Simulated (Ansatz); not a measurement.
Start from `FCC(F)I` and change one atom or group to get `FC(I)[SiH2]Cl`.

Ansatz, PBE0-D4/def2-TZVP geometries, multiplicity 1. Each molecule was computed in one conformer, which needn't be the lowest.

Elements past krypton have def2 core potentials.

| property | `FCC(F)I` |
| --- | --- |
| size of the dipole moment (ωB97M-V/def2-TZVPP) / D | 1.49 |
| HOMO energy (PBE0/def2-TZVPP) / eV | -7.87 |
| LUMO energy (PBE0/def2-TZVPP) / eV | -1.35 |
| HOMO–LUMO gap (PBE0/def2-TZVPP) / eV | 6.51 |
| LUMO energy (PBE/def2-TZVPP) / eV | -2.25 |
| zero-point energy (PBE0-D4/def2-TZVP) / kJ/mol | 133.7 |

Problem. Give the same properties after the change, and the shifts. (Best estimate.)

Solution. Ansatz gave: 
```
                                          property  `FC(I)[SiH2]Cl`  shift
size of the dipole moment (ωB97M-V/def2-TZVPP) / D             0.85  -0.64
                HOMO energy (PBE0/def2-TZVPP) / eV            -7.60   0.27
                LUMO energy (PBE0/def2-TZVPP) / eV            -1.41  -0.06
              HOMO–LUMO gap (PBE0/def2-TZVPP) / eV             6.20  -0.31
                 LUMO energy (PBE/def2-TZVPP) / eV            -2.29  -0.04
    zero-point energy (PBE0-D4/def2-TZVP) / kJ/mol            101.2  -32.5
```

With PBE0 the HOMO rises by 0.27 eV and the LUMO falls by 0.06 eV, so the gap narrows by about 0.33 eV. PBE moves the HOMO by 0.24 eV and ωB97M-V by 0.29 eV. Dipoles are sizes alone; their direction can turn.

Spin–orbit coupling is left out; it splits and shifts lone-pair levels of the heavy atoms by tenths of an eV.
